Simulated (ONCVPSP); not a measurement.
# What one change does to a pseudopotential (cerium (Ce), ONCV)

* Element: Ce
* Generator: ONCVPSP 4.0.1
* Type: optimised norm-conserving Vanderbilt (ONCV)
* Functional: PBE
* Relativity: fully relativistic
* Frozen core: [Kr] 4d10
* Valence charge: 12
* Reference configuration: 4f1 5s2 5p6 5d1 6s0.5 (charge +1.5)
* Partial waves: 5s+6s: rc 2.60 bohr, ncon 4, nbas 9, qcut 4.6 1/bohr, 2 projectors; 5p: rc 2.65 bohr, ncon 4, nbas 8, qcut 5.8 1/bohr, 2 projectors, debl 2.1 Ha; 5d: rc 3.25 bohr, ncon 4, nbas 8, qcut 3.9 1/bohr, 2 projectors, debl 1.9 Ha; 4f: rc 1.85 bohr, ncon 4, nbas 9, qcut 7.8 1/bohr, 2 projectors, debl 3 Ha
* Local potential: polynomial inside 1.65 bohr (lpopt 1, dvloc0 1 Ha)
* Core correction: Teter function fitted to the true core (icmod 2), fcfact 0.2

Open shells are filled in proportion to 2j + 1.

Change: p: nproj 1.

Cutoffs: the cutoffs (Ha) at which the residual kinetic energy of the hardest occupied pseudo-wave falls to 1 and 0.1 mHa per electron; they do not see the model core or the augmentation charge, which bear on the density cutoff. Errors are all-electron minus pseudo energies relative to the spin-unpolarised reference configuration.

Question: What does the change do?

Answer: The potential gets neither clearly harder nor softer (31 Ha and 95 Ha → 31 Ha and 95 Ha); the errors of the 4 common tests hardly move; the range in which the p3/2 phases agree narrows (upper end 3.9 → -0.2); the range in which the p1/2 phases agree narrows (upper end 3.7 → -0.3); neither file shows a bound ghost.

```tsv
quantity	base	changed
cutoff, loose	31 Ha	31 Ha
cutoff, tight	95 Ha	95 Ha
bound ghosts	none	none
GHOST(+) flags under 300 eV	s at 77.9 eV	s at 77.9 eV
error for 4f1 5s2 5p6 5d1 6s2, meV [ΔE -10.95 eV]	-2.5	-2.4
error for 4f1 5s2 5p6 5d1 6s1, meV [ΔE -4.88 eV]	-0.4	-0.4
error for 4f1 5s2 5p6 5d1 6s0, meV [ΔE 6.20 eV]	-0.6	-0.6
error for 4f0 5s2 5p6 5d2 6s1, meV [ΔE 0.22 eV]	+767	+833
s: phases at 2.65 bohr within 0.05 rad from the reference energy up to (Ha; the scan ends near 5)	2.1	2.1
p3/2: phases at 2.69 bohr within 0.05 rad from the reference energy up to (Ha; the scan ends near 5)	3.9	-0.2
p1/2: phases at 2.69 bohr within 0.05 rad from the reference energy up to (Ha; the scan ends near 5)	3.7	-0.3
d5/2: phases at 3.30 bohr within 0.05 rad from the reference energy up to (Ha; the scan ends near 5)	3.1	3.1
d3/2: phases at 3.30 bohr within 0.05 rad from the reference energy up to (Ha; the scan ends near 5)	3.0	3.0
f7/2: phases at 1.88 bohr within 0.05 rad from the reference energy up to (Ha; the scan ends near 5)	to the end of the scan	to the end of the scan
f5/2: phases at 1.88 bohr within 0.05 rad from the reference energy up to (Ha; the scan ends near 5)	to the end of the scan	to the end of the scan
rms error of d²Exc/dni dnj with the model core, mHa	5.99	5.99
```

Base: The cutoffs count occupied waves only; projector 2 of the f channel, the hardest unoccupied one, needs 110 Ha at the loose tolerance. Changed file: The cutoffs count occupied waves only; projector 2 of the f channel, the hardest unoccupied one, needs 110 Ha at the loose tolerance.
